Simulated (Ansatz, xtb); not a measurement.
Two structures of Cl3HO2W

Structure I: a singlet given by its coordinates. Structure II: a singlet given by its coordinates. Both are gas-phase species (loosely bound parts included), relaxed with PBE0-D4/def2-SVP.

I (Å):

```yaml
atoms:
  - { symbol: Cl, position_ang: [-2.1766, -1.3630, -0.9417] }
  - { symbol: Cl, position_ang: [0.1517, 1.2499, 1.7331] }
  - { symbol: Cl, position_ang: [-2.0643, 1.7459, -0.4498] }
  - { symbol: O, position_ang: [0.5494, 0.3500, -1.3606] }
  - { symbol: O, position_ang: [0.2274, -1.4486, 0.6758] }
  - { symbol: W, position_ang: [-0.5361, 0.0515, -0.1243] }
  - { symbol: H, position_ang: [0.0056, -2.0181, 1.4223] }
```

Close contacts (Å): Cl1–W6 2.32, Cl2–W6 2.31, Cl3–W6 2.30, O4–W6 1.67, O5–W6 1.86, O5–H7 0.96, W6–H7 2.64.

II (Å):

```xyz
7

Cl    2.4028   -0.3325    0.6535
Cl    0.3179    1.1722   -1.9872
Cl   -0.6979    1.3178    1.7691
O    -2.4510    0.3424   -0.6855
O    -0.4768   -1.3807   -0.0848
W    -0.8234    0.2751   -0.2428
H     1.7895   -1.4623    0.5320
```

Close contacts (Å): Cl1–W6 3.40, Cl2–W6 2.27, Cl3–W6 2.27, O4–W6 1.69, O5–W6 1.70, Cl1–H7 1.29.

Energies in hartree; the thermal terms are from GFN2-xTB frequencies at re-optimised GFN2-xTB minima (ideal gas, soft modes damped towards free rotors, one conformer each, 298.15 K, 1 atm) and include the zero-point energy:

|  | I | II |
| --- | --- | --- |
| E, CCSD(T)/def2-SVP | −1595.993297 | −1595.996316 |
| E, MP2/def2-SVP | −1595.972839 | −1595.982973 |
| E, MP2/def2-TZVPP | −1597.076127 | −1597.077035 |
| zero-point energy | 0.017734 | 0.015022 |
| H(298 K) − E | 0.028065 | 0.025866 |
| G(298 K) − E | −0.018534 | −0.022398 |

Problem. Correct the CCSD(T) difference for the basis set by the MP2 change, then work out ΔE, ΔE₀, ΔH and ΔG for I → II in kJ/mol (1 Eh = 2625.50 kJ/mol) and the equilibrium ratio [II]/[I].

Solution. 1. Differences II − I: CCSD(T) −0.003019, MP2 in the small set −0.010134, MP2 in the large set −0.000908 Eh.
2. ΔE = −0.003019 + (−0.000908 − (−0.010134)) = +0.006207 Eh = +16.30 kJ/mol.
3. ΔE₀ = ΔE + ΔZPE = +0.006207 + (−0.002712) Eh = +9.18 kJ/mol.
4. ΔH = ΔE + (−0.002199) Eh = +10.52 kJ/mol.
5. ΔG = ΔE + (−0.003864) Eh = +6.15 kJ/mol, so ΔS = (ΔH − ΔG)/T = +14.7 J/(mol K).
6. kT = 0.9442 mEh, so K = [II]/[I] = exp(−ΔG/kT) = exp(−2.48) ≈ 0.084.

The sums favour I, but ΔE leans on the basis-set step (CCSD(T) alone has the other sign or is under 1 kcal/mol), so the order isn't settled. An error of 4 kJ/mol in ΔG would change K by a factor of 5. The basis-set step is large, which makes the value less sure. MP2/def2-SVP, CCSD(T)/def2-SVP gave ΔE the other sign. Large T1 diagnostics make the coupled-cluster value less sure. Mirror images and further conformers aren't counted.

Other levels gave ΔE = +35.2 (PBE0-D4/def2-SVP); +27.1 (HF/def2-SVP); −26.6 (MP2/def2-SVP); −7.9 (CCSD(T)/def2-SVP) kJ/mol. The correlated steps freeze 17 core orbitals. Atoms past krypton carry core potentials in the def2 sets, without spin–orbit terms. Programs: Ansatz 0.2.0, xtb 6.7.1.
